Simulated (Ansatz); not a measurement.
Reaction (substitution at a C–C bond): `C[CH](C)[Zn][NH2]` + `OC(F)(F)Cl` → `COC(F)(F)Cl` + `C[CH2][Zn][NH2]`

Computed with Ansatz on PBE0-D4/def2-TZVP structures; ΔE is electronic, products minus reactants. CBS: MP2 limit from def2 TZ/QZ plus the TZ coupled-cluster correction, frozen cores. For Zn outer-core shells are correlated without core-valence functions, which leaves a few kJ/mol of doubt a bond. Scalar relativity is left out up to krypton. One conformer a species, not always the lowest.

```csv
level,ΔE (kJ/mol)
SCS-MP2/def2-TZVPP,32.3
CCSD/def2-TZVPP,31.5
```

Question: What does CCSD(T)/CBS give? (Estimate.)

Answer: Ansatz gave: +33.3 kJ/mol. The listed levels differ from it by -1.0, -1.8 kJ/mol.

Largest T1 diagnostic among the species: 0.014.

In def2-TZVPP, CCSD(T) changes the Hartree–Fock value by +13.2 kJ/mol (the triples alone add +1.0 kJ/mol) and MP2 by +18.6 kJ/mol. Leaving LDA and LC-ωPBE aside and taking each functional with its dispersion term where it has one, the values, not all of them listed here, spread over 9.0 kJ/mol, from CAM-B3LYP-D4 to revPBE-D4. LDA lies +3.5 kJ/mol from PBE without D4.

CCSD(T)/CBS has its own doubt, a few kJ/mol and more with outer-core shells, so smaller differences from it don't rank the levels.
